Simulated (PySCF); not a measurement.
Question: Write Cartesian coordinates for `FC(F)C(=S)C(F)(F)F` as optimised with PBE0-D3(BJ)/def2-SVP.

Answer: 
```
atom  x, y, z in Å
F1    -1.4308    0.7213    1.0334
C2    -1.2534    0.3317   -0.2412
F3    -1.0889    1.4310   -0.9985
C4    -0.0161   -0.5451   -0.3637
S5    -0.0093   -1.8653   -1.2768
C6     1.2119   -0.0761    0.4167
F7     2.3114   -0.7041    0.0374
F8     1.3931    1.2307    0.2406
F9     1.0305   -0.3019    1.7158
H10   -2.1431   -0.2196   -0.5868
```

Any rigid rotation of these coordinates is as good. Atoms count from 1 in this order. The C–F distances run from 1.322 Å (C6–F7, drawn single) to 1.345 Å (C2–F3, drawn single), a spread of 0.023 Å. Of the pairs four or more bonds apart, F1···F9 is among the closest relative to their van der Waals radii: 2.75 Å, 94 % of the sum of Bondi's values.

Bonds between heavy atoms (Å): F1–C2 1.345, C2–F3 1.345, C2–C4 1.521, C4=S5 1.605, C4–C6 1.529, C6–F7 1.322, C6–F8 1.331, C6–F9 1.331.

Method used: PySCF 2.14.0, PBE0-D3(BJ)/def2-SVP geometry optimisation, gas phase.

Point group: C1 (no symmetry element, even within 0.4 Å). Not checked by PBE0-D3(BJ)/def2-SVP frequencies. The numbers are those of one conformer (F1–C2–C4–S5 138°).

Cost: about 2.1 min of CPU time on one thread; the machine was shared, so the figure is rough. This is the geometry optimisation.
